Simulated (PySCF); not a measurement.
Electric field gradients and quadrupole coupling constants

C₅H₁₂SSi₂.
Structure used (GFN2-xTB), in Å, numbered top down from 1:
```
atom  x, y, z in Å
C1     2.272    1.390    0.914
C2     2.075    0.752   -0.423
C3     1.038    0.011   -0.794
C4    -0.132   -0.351    0.043
Si5   -0.035   -2.044    0.939
S6    -1.927   -2.301   -0.035
C7    -1.412   -0.662   -0.750
Si8   -2.804    0.623   -0.586
H9     1.330    1.526    1.440
H10    2.754    2.360    0.801
H11    2.918    0.768    1.535
H12    2.881    0.909   -1.127
H13    1.036   -0.414   -1.790
H14   -0.328    0.442    0.770
H15    0.991   -2.957    0.454
H16   -0.127   -1.998    2.392
H17   -1.183   -0.859   -1.799
H18   -2.273    1.881   -1.117
H19   -3.969    0.165   -1.335
H20   -3.111    0.768    0.837
```

Field gradients from the PBE0/pcSseg-1 density (PySCF, non-relativistic), principal values in atomic units, ordered |Vxx| ≤ |Vyy| ≤ |Vzz|:

| atom | Vxx | Vyy | Vzz |
| --- | --- | --- | --- |
| S6 | 0.0263 | 2.1938 | -2.2201 |

**Question.** Find the asymmetry η = (Vxx − Vyy)/Vzz and the couplings χ = eQV/h (234.96 MHz × Q in barn × V in au), with Q(33S) = −0.0678 b.

**Answer.** 
```csv
atom,environment,nucleus,η,χzz (MHz),χxx (MHz),χyy (MHz)
S6,sulfur bonded to C and Si,33S,0.98,35.37,-0.42,-34.95
```

At S6 η is above 0.9: Vyy and Vzz are nearly equal in size and opposite in sign, so a small change could swap them and flip the sign of χzz. The tensor is traceless: Vxx + Vyy + Vzz = 0.

**Question.** What is Vzz at S6 in SI units (1 au = 9.71736 × 10²¹ V/m²)?

**Answer.** -2.2201 au = -21.574 × 10²¹ V/m².

**Question.** And the gradient at the other heavy atoms, for which no coupling is worked out here?

**Answer.** 
| atom | environment | Vzz (au) | η |
| --- | --- | --- | --- |
| C1 | allylic carbon | 0.040 | 0.77 |
| C2 | alkene CH carbon | 0.261 | 0.62 |
| C3 | alkene CH carbon | 0.255 | 0.81 |
| C4 | sp3 carbon bound to silicon | 0.103 | 0.51 |
| Si5 | SiH2 silicon | 0.628 | 0.25 |
| C7 | sp3 carbon bound to sulfur | 0.308 | 0.66 |
| Si8 | SiH3 silicon | 0.177 | 0.25 |

**Question.** What couplings would deuterons (Q(2H) = 0.00286 b) have in place of the hydrogens, at this geometry?

**Answer.** 
```
atom  bonded to  bond length (Å)  Vzz (au)     η  χzz (kHz)
  H9         C1            1.087    0.3158  0.03        212
 H10         C1            1.089    0.3127  0.02        210
 H11         C1            1.091    0.3100  0.01        208
 H12         C2            1.082    0.3254  0.07        219
 H13         C3            1.083    0.3226  0.08        217
 H14         C4            1.094    0.3043  0.07        204
 H15        Si5            1.457    0.1654  0.01        111
 H16        Si5            1.456    0.1660  0.02        112
 H17         C7            1.091    0.3055  0.03        205
 H18        Si8            1.465    0.1617  0.00        109
 H19        Si8            1.459    0.1662  0.01        112
 H20        Si8            1.463    0.1635  0.02        110
```

Isolated species at its GFN2-xTB geometry (one conformer only). GFN2-xTB bond lengths can be off by several hundredths of an ångström, more for odd bonds, and the gradients follow them. With so small a basis the couplings can be 20 % off.
